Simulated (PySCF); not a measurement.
A structure optimised at PBE-D3(BJ)/def2-SVP, used in a PySCF frequency run:

```
B
O 1 1.3682
H 2 0.9756 1 111.12
C 1 1.5336 2 118.51 3 180.00
C 4 1.2290 2 153.20 3 180.00
H 5 1.0821 2 161.53 3 180.00
C 1 1.5392 2 121.03 3 0.00
C 7 1.2297 2 151.78 3 0.00
H 8 1.0824 3 146.00 2 180.00
```

### Question
Write its SMILES, formula and point group.

### Answer
C#CB(O)C#C, C4H3BO, Cs

### Question
What are its rotational constants (standard atomic weights)?

### Answer
5.7714, 2.4845, 1.7368 GHz
